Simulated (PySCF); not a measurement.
H₂AlO₂, charge +1, singlet, at a GFN2-xTB geometry (such geometries of metal compounds can be far from the true shape); R2SCAN/STO-3G (PySCF).

Input for PySCF:
```python
from pyscf import gto, scf, dft

mol = gto.Mole()
mol.atom = '''
    Al    0.00132080    0.02336884    0.00560416
    O     1.23746324    0.11111106   -1.01695056
    H     1.88158776    0.60380242   -1.53726831
    O    -1.24415863   -0.22957239    0.98854196
    H    -1.84519501    0.04009327    1.69168308
'''
mol.basis = 'sto-3g'
mol.charge = 1
mol.verbose = 4
mol.build()

mf = dft.RKS(mol)
mf.xc = 'r2scan'
mf.init_guess = 'atom'
mf.kernel()
mf.analyze()
```

Predict the main parts of the log of this PySCF run.


```
PySCF version 2.14.0

[INPUT] verbose = 4
[INPUT] num. atoms = 5
[INPUT] num. electrons = 30
[INPUT] charge = 1
[INPUT] spin (= nelec alpha-beta = 2S) = 0
[INPUT] symmetry False subgroup None
[INPUT] Mole.unit = angstrom
[INPUT] Symbol           X                Y                Z      unit          X                Y                Z       unit  Magmom
[...]
nuclear repulsion = 95.5214274687633
number of shells = 13
number of NR pGTOs = 63
number of NR cGTOs = 21
basis = sto-3g
ecp = {}

******** <class 'pyscf.dft.rks.RKS'> ********
method = RKS
initial guess = atom
damping factor = 0
level_shift factor = 0
DIIS = <class 'pyscf.scf.diis.CDIIS'>
diis_start_cycle = 1
diis_space = 8
diis_damp = 0
SCF conv_tol = 1e-09
SCF conv_tol_grad = None
SCF max_cycles = 50
direct_scf = True
direct_scf_tol = 1e-13
XC library pyscf.dft.libxc version 7.1.2
    S. Lehtola, C. Steigemann, M. J. T. Oliveira, and M. A. L. Marques,  SoftwareX 7, 1–5 (2018)
XC functionals = r2scan
    J. W. Furness, A. D. Kaplan, J. Ning, J. P. Perdew, and J. Sun,  J. Phys. Chem. Lett. 11, 8208–8215 (2020)
    J. W. Furness, A. D. Kaplan, J. Ning, J. P. Perdew, and J. Sun,  J. Phys. Chem. Lett. 11, 9248–9248 (2020)
    J. W. Furness, A. D. Kaplan, J. Ning, J. P. Perdew, and J. Sun,  J. Phys. Chem. Lett. 11, 8208–8215 (2020)
    J. W. Furness, A. D. Kaplan, J. Ning, J. P. Perdew, and J. Sun,  J. Phys. Chem. Lett. 11, 9248–9248 (2020)
radial grids:
    Treutler-Ahlrichs [JCP 102, 346 (1995); DOI:10.1063/1.469408] (M4) radial grids

becke partition: Becke, JCP 88, 2547 (1988); DOI:10.1063/1.454033
pruning grids: <function nwchem_prune>
grids dens level: 3
symmetrized grids: False
atomic radii adjust function: <function treutler_atomic_radii_adjust>
small_rho_cutoff = 0
Set gradient conv threshold to 3.16228e-05
Initial guess from superposition of atomic densities.
Spherically averaged atomic HF for {'O', 'H', 'Al'}

******** <class 'pyscf.scf.atom_hf.AtomSphAverageRHF'> ********
method = AtomSphAverageRHF
initial guess = minao
damping factor = 0
level_shift factor = 0
DIIS = <class 'pyscf.scf.diis.CDIIS'>
diis_start_cycle = 1
diis_space = 8
diis_damp = 0
SCF conv_tol = 1e-09
SCF conv_tol_grad = None
SCF max_cycles = 50
direct_scf = True
direct_scf_tol = 1e-13
atom = Al
Set gradient conv threshold to 3.16228e-05
Initial guess from minao.
init E= -238.575141485232
cycle= 1 E= -238.685893897757  delta_E= -0.111  |g|=    0  |ddm|= 0.214
cycle= 2 E= -238.686313973982  delta_E= -0.00042  |g|=    0  |ddm|= 0.0241
cycle= 3 E= -238.686313974697  delta_E= -7.14e-10  |g|=    0  |ddm|= 3.14e-05
Extra cycle  E= -238.686313974697  delta_E= 5.68e-14  |g|=    0  |ddm|= 4.18e-08
Atomic HF for atom  Al  converged. SCF energy = -238.686313974697

******** <class 'pyscf.scf.atom_hf.AtomSphAverageRHF'> ********
method = AtomSphAverageRHF
initial guess = minao
damping factor = 0
level_shift factor = 0
DIIS = <class 'pyscf.scf.diis.CDIIS'>
diis_start_cycle = 1
diis_space = 8
diis_damp = 0
SCF conv_tol = 1e-09
SCF conv_tol_grad = None
SCF max_cycles = 50
direct_scf = True
direct_scf_tol = 1e-13
atom = O
Set gradient conv threshold to 3.16228e-05
Initial guess from minao.
init E= -73.1764948007123
cycle= 1 E= -73.2331923193787  delta_E= -0.0567  |g|=    0  |ddm|= 0.0752
cycle= 2 E= -73.2331923193787  delta_E=    0  |g|=    0  |ddm|= 9.02e-16
Extra cycle  E= -73.2331923193787  delta_E=    0  |g|=    0  |ddm|=    0
Atomic HF for atom  O  converged. SCF energy = -73.2331923193787

******** 1 electron system ********
Atomic HF for atom  H  converged. SCF energy = -0.466581849557275

tot grids = 66960
init E= -388.859243473435
[...]
cycle= 1 E= -388.651257547424  delta_E= 0.208  |g|= 0.607  |ddm|= 3.44
[...]
cycle= 2 E= -388.205850006176  delta_E= 0.445  |g|= 1.34  |ddm|=  2.6
[...]
cycle= 3 E= -388.789094554279  delta_E= -0.583  |g|= 0.0346  |ddm|= 1.83
[...]
cycle= 4 E= -388.789569960552  delta_E= -0.000475  |g|= 0.0105  |ddm|= 0.079
[...]
cycle= 5 E= -388.789606637121  delta_E= -3.67e-05  |g|= 0.00124  |ddm|= 0.0126
[...]
cycle= 6 E= -388.789607233781  delta_E= -5.97e-07  |g|= 0.000195  |ddm|= 0.00187
[...]
cycle= 7 E= -388.789607238842  delta_E= -5.06e-09  |g|= 0.000146  |ddm|= 0.000401
[...]
cycle= 8 E= -388.789607246493  delta_E= -7.65e-09  |g|= 1.27e-05  |ddm|= 0.000213
[...]
cycle= 9 E= -388.789607246552  delta_E= -5.86e-11  |g|= 1.97e-07  |ddm|= 1.85e-05
[...]
Extra cycle  E= -388.789607246552  delta_E= -5.68e-13  |g|= 3.38e-07  |ddm|= 8.41e-07
converged SCF energy = -388.789607246552
**** SCF Summaries ****
Total Energy =                        -388.789607246552123
Nuclear Repulsion Energy =              95.521427468763321
One-electron Energy =                 -724.164521526284261
Two-electron Energy =                  239.853486810968832
Two-electron Coulomb Energy =          276.319433583425223
DFT Exchange-Correlation Energy =      -36.465946772456377
HOMO-LUMO gap [eV] =                     4.496262573800794
**** MO energy ****
[...]
 ** Mulliken pop on meta-lowdin orthogonal AOs  **
 ** Mulliken pop  **
[...]
 ** Mulliken atomic charges  **
charge of    0Al =      1.01246
charge of    1O =     -0.24597
charge of    2H =      0.23974
charge of    3O =     -0.24597
charge of    4H =      0.23974

WARN: System has nonzero charge 1; the dipole moment is origin-dependent.
Location of origin: [0. 0. 0.]

Dipole moment(X, Y, Z, Debye):  0.07522,  1.33139,  0.31927
```
